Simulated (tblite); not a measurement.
C8H8N2.
Numbering: `[cH:1]1[cH:2][nH:3][c:4](-[c:5]2[cH:6][cH:7][cH:8][nH:9]2)[cH:10]1` (hydrogens: H11 on C1; H12 on C2; H13 on N3; H14 on C6; H15 on C7; H16 on C8; H17 on N9; H18 on C10)

Computed geometry: GFN2-xTB, gas phase.

Task: List the bond lengths, angles and torsions at this level.

Result: 
```
           bond  length (Å)
   C1–C2, C7–C8       1.369
   C2–N3, C8–N9       1.358
   N3–C4, C5–N9       1.365
          C4–C5       1.436
  C4–C10, C5–C6       1.382
  C1–C10, C6–C7       1.405
 C1–H11, C7–H15       1.072
 C2–H12, C8–H16       1.072
 N3–H13, N9–H17       1.005
C6–H14, C10–H18       1.073
```

Bonds in one row agree within 0.01 Å and their mean is given. A selection of angles:
```
    angle  degrees
C2–C1–C10    107.3
 C1–C2–N3    108.1
 C2–N3–C4    109.8
 N3–C4–C5    122.1
N3–C4–C10    107.2
C5–C4–C10    130.7
 C5–C6–C7    107.5
H13–N3–C2    125.8
H13–N3–C4    124.4
H17–N9–C8    125.8
H17–N9–C5    124.4
```

Dihedral angles: N3–C4–C5–C6 0° (synperiplanar).

The 5-membered ring C5–C6–C7–C8–N9 has internal angles of 107.2° to 109.9°; it is planar, 0.00 Å rms from its mean plane, widest ring torsion 0°. The 5-membered ring C1–C2–N3–C4–C10 has internal angles of 107.2° to 109.8° (sum 540°, against 540° for a flat polygon); it is planar, 0.00 Å rms from its mean plane, widest ring torsion 0°. The C–C distances run from 1.369 Å (C7–C8, aromatic) to 1.436 Å (C4–C5, drawn single), a spread of 0.067 Å. The 10 heavy atoms lie in one plane (0.001 Å rms). N3 (pyrrole-type nitrogen) is planar (angles 125.8°, 124.4° and 109.8°, sum 360.0°, 0.00 Å off the plane of its three neighbours). Of the pairs four or more bonds apart, C6···H13 is among the closest relative to their van der Waals radii: 2.85 Å, 98 % of the sum of Bondi's values.

Point group: C2h (every atom within 0.08 Å of its image). Its GFN2-xTB frequencies are all real (lowest 48 cm⁻¹). One conformer, not necessarily the lowest. 3 starts were optimised and ended at 0.00, 0.00 and 2.26 kcal/mol (GFN2-xTB); the lowest of these is shown.
